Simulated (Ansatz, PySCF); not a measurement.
HISe2 (SMILES [SeH][Se]I), singlet, at a GFN2-xTB geometry (all electrons, no relativity). Base run: CASSCF(2,4)/STO-3G (PySCF).

PySCF was given this input:
```python
from pyscf import gto, scf, mcscf
import numpy

mol = gto.Mole()
mol.atom = '''
    Se    0.184682    0.164200    1.081019
    I     0.229907   -1.504970   -0.802794
    Se   -0.486339    2.124908    0.161011
    H    -1.928692    1.933748    0.319023
'''
mol.basis = 'sto-3g'
mol.charge = 0
mol.spin = 0
mol.verbose = 4
mol.build()

mf = scf.RHF(mol)
mf.kernel()
mc = mcscf.CASSCF(mf, 4, 2)
mc.fix_spin_(ss=0.0)
mc.kernel()
occ = numpy.linalg.eigvalsh(mc.fcisolver.make_rdm1(mc.ci, mc.ncas, mc.nelecas))[::-1]
ss = mc.fcisolver.spin_square(mc.ci, mc.ncas, mc.nelecas)[0]
print('natural occupations', occ.round(4), ' <S^2>', round(ss, 4))
```

Programs used: Ansatz (a first-principles code), PySCF; a row that names a program was run with it.

Each row names what was changed in the base input (with any setting that the change needs).

| change | ΔE vs base (mEh) | natural occupations | <S^2> of the state |
|---|---|---|---|
| base | 0.000 | 1.97 0.03 0.00 0.00 | 0.00 |
| correction = SC-NEVPT2 | -27.704 | 1.97 0.03 0.00 0.00 | 0.00 |
| start = MP2 natural orbitals | -2.075 | 1.95 0.05 0.00 0.00 | 0.00 |
| orbitals = fixed (CASCI); correction = SC-NEVPT2 | -21.472 | 1.99 0.01 0.00 0.00 | 0.00 |
| code = ansatz | -2.066 | - | - |
| active space = 4 electrons, 5 orbitals | -16.474 | 1.97 1.95 0.05 0.03 0.00 | 0.00 |
| active space = 6 electrons, 6 orbitals | -20.568 | 1.99 1.97 1.95 0.05 0.04 0.00 | 0.00 |
| active space = 6 electrons, 5 orbitals | -20.306 | 1.99 1.97 1.95 0.05 0.04 | 0.00 |
| fix_spin_ = off | 0.000 | 1.97 0.03 0.00 0.00 | 0.00 |
| code = ansatz; correction = SC-NEVPT2, all electrons | -28.400 | - | - |
| active space = 2 electrons, 2 orbitals | -2.012 | 1.95 0.05 | 0.00 |

Active orbitals are taken around the Fermi level unless the row says otherwise; CASSCF can end in different local minima, and two programs can end on different orbitals. State-averaged rows give the lowest state.
